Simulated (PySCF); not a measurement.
C4H4FNO2.
Cartesian coordinates in Å at the GFN2-xTB level; atoms count from 1:
```
atom  x, y, z in Å
F1    -2.2182    0.0408   -1.4548
C2    -2.0459   -0.3193   -0.1441
O3    -1.1718    0.5476    0.4820
C4     0.1459    0.3213    0.2680
C5     1.1818    1.1684    0.5451
O6     2.3230    0.5226    0.2109
C7     1.9336   -0.6610   -0.2500
N8     0.6516   -0.8412   -0.2381
H9    -1.6803   -1.3544   -0.1479
H10   -3.0186   -0.2144    0.3488
H11    1.2377    2.1559    0.9465
H12    2.6624   -1.3670   -0.5924
```

Jobs on this species (12 atoms, 60 electrons) with PySCF (density fitting). Hardware of each: Intel Xeon Platinum 8488C, one thread, on a shared host. The host was shared with other jobs, so the times are rough. Peak memory is the resident size of the whole Python process, interpreter and libraries included.

| level and settings | work | basis functions | SCF cycles | wall time | peak memory |
| --- | --- | --- | --- | --- | --- |
| B97-D/STO-3G, IEF-PCM methanol, grid level 3 | shieldings, ring-centre shieldings, charges and field gradients | 44 | ? | ? | ? |
| PW91/pcSseg-1, grid level 4 | shieldings, ring-centre shieldings, charges and field gradients | 156 | ? | ? | ? |
| PBE0/def2-SVPD | 6 singlets by full TDDFT, 2 Tamm–Dancoff triplets, polarisability | 201 | ? | ? | ? |
| BLYP/3-21G, grid level 3, energy threshold 1e-07 Eh | shieldings, ring-centre shieldings, charges and field gradients | 80 | 10 | 9.9 s | 0.47 GiB |
| wB97X-D/6-31G, IEF-PCM cyclohexane | shieldings, ring-centre shieldings | 80 | 14 | 8.2 s | 0.52 GiB |
| PBE0/6-311+G(2d,p) | 6 singlets by TDA, 5 Tamm–Dancoff triplets, polarisability | 240 | 14 | 27 s | 0.91 GiB |
| PBE0/pcSseg-1 | shieldings, ring-centre shieldings, charges and field gradients | 156 | 14 | 17 s | 0.71 GiB |
| LC-wPBE/pcSseg-1, energy threshold 1e-08 Eh | shieldings, ring-centre shieldings, charges and field gradients | 156 | 11 | 26 s | 0.69 GiB |

**Question.** Fill in the missing figures.

**Answer.** 
- B97-D/STO-3G, IEF-PCM methanol, grid level 3; shieldings, ring-centre shieldings, charges and field gradients: 5.2 s, 0.42 GiB, 14 SCF cycles
- PW91/pcSseg-1, grid level 4; shieldings, ring-centre shieldings, charges and field gradients: 39 s, 0.64 GiB, 16 SCF cycles
- PBE0/def2-SVPD; 6 singlets by full TDDFT, 2 Tamm–Dancoff triplets, polarisability: 25 s, 0.82 GiB, 14 SCF cycles

**Question.** What do all jobs in the table cost together?

**Answer.** About 2.6 min; the longest takes about 25 % of that, and about 7.5 times as long as the shortest.

B97-D and wB97X-D is run here without its empirical dispersion term; that term would change no orbital, density or response property at a fixed geometry.
